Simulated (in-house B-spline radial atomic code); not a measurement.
Checks on a self-consistent run for the lead ion Pb⁵²⁺, [He] 2s1 2p6 3s2 3p6 3d10 4s2 4p1. Method: Dirac-Hartree-Fock, average of configuration, Fermi nucleus of rms radius 5.5012 fm. Calculated with a radial B-spline atomic code at the basis-set limit.

```
orbital        q       ε (Eh)    <1/r>         <r²>  small-component weight
  1s1/2        2  -3375.42933  101.256  0.000357328                0.097841
  2s1/2        1   -701.45120  25.1576   0.00533589                0.022749
  2p1/2        2   -677.16440  25.1106   0.00373118                0.022853
  2p3/2        4   -595.39405  20.0801   0.00488552                 0.02016
  3s1/2        2   -246.05512  9.53639    0.0328064               0.0081412
  3p1/2        2   -235.98774  9.38199    0.0297001               0.0079756
  3p3/2        4   -216.48090  8.07576    0.0351636                0.007252
  3d3/2        4   -200.48827  7.95516    0.0264099               0.0070896
  3d5/2        6   -196.24191  7.65899    0.0278917               0.0068884
  4s1/2        2   -119.35846  4.59338     0.127319               0.0036023
  4p1/2  0.33333   -115.39061  4.52917     0.124072               0.0035447
  4p3/2  0.66667   -108.86990  4.07786     0.139729               0.0033173
```

Electron-electron repulsion V_ee = 2925.9615 hartree.

**Question.** What total energy follows from the eigenvalues?

**Answer.** The eigenvalues count the repulsion twice, so E = Σqε - V_ee = -15347.389 - 2925.962 = -18273.351 hartree; the run printed -18273.351.

**Question.** Does the Dirac virial theorem hold?

**Answer.** For a point nucleus E = -2c²Σq·w, with w the small-component weight. Here Σq·w = 0.48631 and c = 137.0360, so the ratio E/(-2c²Σq·w) is 1.000481; the finite nucleus accounts for the departure from 1.

**Question.** What diamagnetic shielding (Lamb formula) and susceptibility (Langevin formula) do the radii give?

**Answer.** σ = (α²/3)Σq<1/r> = 519.54/(3·137.036²) = 9222.1 ppm, and χ = -0.79199×10⁻⁶·Σq<r²> = -0.761×10⁻⁶ cm³/mol with Σq<r²> = 0.96086 bohr². Both are non-relativistic formulas without the paramagnetism of open shells; for so heavy an element the full relativistic shielding is larger by tens of per cent.
